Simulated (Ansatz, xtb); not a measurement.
**Relative energy of two isomers of C4H5BO2**

Structure I is `Bc1ccoc1O`, a singlet and structure II is `Bc1ccc(O)o1`, a singlet. Both are isolated molecules in the gas phase, relaxed with PBE0-D3(BJ)/def2-SVP; the shapes shown needn't be the lowest conformers.

I (Å):

```yaml
atoms:
  - { symbol: C, position_ang: [-0.9909, -0.5390, -1.0230] }
  - { symbol: C, position_ang: [0.0698, 0.1300, -1.7563] }
  - { symbol: C, position_ang: [0.6599, -0.7793, -2.5605] }
  - { symbol: C, position_ang: [-0.9154, -1.8424, -1.4928] }
  - { symbol: B, position_ang: [-1.9642, -0.0026, 0.0041] }
  - { symbol: O, position_ang: [0.0456, -2.0070, -2.3957] }
  - { symbol: O, position_ang: [-1.6315, -2.9042, -1.1862] }
  - { symbol: H, position_ang: [-2.7866, -0.7327, 0.5064] }
  - { symbol: H, position_ang: [-1.9243, 1.1629, 0.3286] }
  - { symbol: H, position_ang: [0.3369, 1.1812, -1.6679] }
  - { symbol: H, position_ang: [1.4750, -0.7592, -3.2771] }
  - { symbol: H, position_ang: [-1.3143, -3.6578, -1.7013] }
```

II (Å):

```xyz
12

C    -1.3144   -0.7584   -0.6787
C    -0.0525   -1.3227   -0.5606
C     0.5372   -1.3793   -1.8383
C    -0.4188   -0.8351   -2.6793
B    -2.3838   -0.4528    0.3322
O    -0.4483   -0.6197   -3.9839
O    -1.4980   -0.4688   -2.0312
H    -2.1632   -0.7278    1.4883
H    -3.4303    0.0509    0.0037
H     0.3846   -1.6578    0.3788
H     1.5163   -1.7591   -2.1211
H     0.3807   -0.9179   -4.3737
```

Energies in hartree; the thermal terms are from GFN2-xTB frequencies at re-optimised GFN2-xTB minima (ideal gas, soft modes damped towards free rotors, one conformer each, 298.15 K, 1 atm) and include the zero-point energy:

|  | I | II |
| --- | --- | --- |
| E, CCSD(T)/def2-SVP | −329.542275 | −329.542548 |
| E, MP2/def2-SVP | −329.465676 | −329.467090 |
| E, MP2/def2-TZVPP | −330.074073 | −330.077032 |
| zero-point energy | 0.082664 | 0.082843 |
| H(298 K) − E | 0.090110 | 0.090266 |
| G(298 K) − E | 0.052792 | 0.053007 |

Correct the CCSD(T) difference for the basis set by the MP2 change, then work out ΔE, ΔE₀, ΔH and ΔG for I → II in kcal/mol (1 Eh = 627.51 kcal/mol) and the equilibrium ratio [II]/[I].

1. Differences II − I: CCSD(T) −0.000273, MP2 in the small set −0.001414, MP2 in the large set −0.002959 Eh.
2. ΔE = −0.000273 + (−0.002959 − (−0.001414)) = −0.001818 Eh = −1.14 kcal/mol.
3. ΔE₀ = ΔE + ΔZPE = −0.001818 + (+0.000179) Eh = −1.03 kcal/mol.
4. ΔH = ΔE + (+0.000156) Eh = −1.04 kcal/mol.
5. ΔG = ΔE + (+0.000215) Eh = −1.01 kcal/mol, so ΔS = (ΔH − ΔG)/T = −0.5 J/(mol K).
6. kT = 0.9442 mEh, so K = [II]/[I] = exp(−ΔG/kT) = exp(+1.70) ≈ 5.5.

The sums favour II, but ΔE leans on the basis-set step (CCSD(T) alone has the other sign or is under 1 kcal/mol), so the order isn't settled. An error of 1 kcal/mol in ΔG would change K by a factor of 5.4. HF/STO-3G gave ΔE the other sign. Mirror images and further conformers aren't counted.

As drawn, both hold the same kinds of bond in the same numbers.

Other levels gave ΔE = 0.0 (GFN2-xTB); +0.9 (HF/STO-3G, GFN2-xTB geometries); −2.3 (r2SCAN-D4/def2-SVP, GFN2-xTB geometries); −1.9 (PBE0-D3(BJ)/def2-SVP); +0.4 (HF/def2-SVP); −0.9 (MP2/def2-SVP); −0.2 (CCSD(T)/def2-SVP) kcal/mol. The correlated steps freeze 7 core orbitals. Programs: Ansatz 0.2.0, xtb 6.7.1.
